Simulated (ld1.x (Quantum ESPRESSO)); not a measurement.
# Transferability test, TM potential for Al (Z = 13)

* Element: aluminium (Al)
* Generator: ld1.x (Quantum ESPRESSO) 7.5
* Type: norm-conserving Troullier–Martins (Kleinman–Bylander form)
* Functional: PBE
* Relativity: non-relativistic
* Frozen core: [Ne]
* Valence charge: 3
* Reference configuration: 3s1.75 3p1.25
* Partial waves: 3s (bound): rc 1.80 bohr; 3p (bound): rc 1.65 bohr; 3d channel at 0.1 Ry: rc 1.70 bohr
* Local potential: all-electron potential smoothed inside 1.75 bohr (lloc = -1)
* Core correction: a·sin(br)/r model core inside 1.05 bohr

Energies are relative to the spin-unpolarised reference configuration 3s1.75 3p1.25; without spin polarisation the order of configurations can differ from experiment.

```
valence configuration  charge  ΔE all-electron (eV)  error AE − PS (meV)
              3s1 3p0      +2                23.704                  +14
              3s0 3p3       0                 9.124                 +1.8
            3s2 3p1.3    -0.3                -1.836                 +0.3
            3s2 3p0.5    +0.5                 0.831                 +0.1
              3s1 3p2       0                 3.848                 +0.3
```

Task: What are ΔE and the potential's error for 3s2 3p0?

Result: ΔE = 4.512 eV all-electron; the error (AE − PS) is +1.5 meV.

Task: What are ΔE and the potential's error for 3s2 3p1?

Result: ΔE = -1.259 eV all-electron; the error (AE − PS) is 0.0 meV.
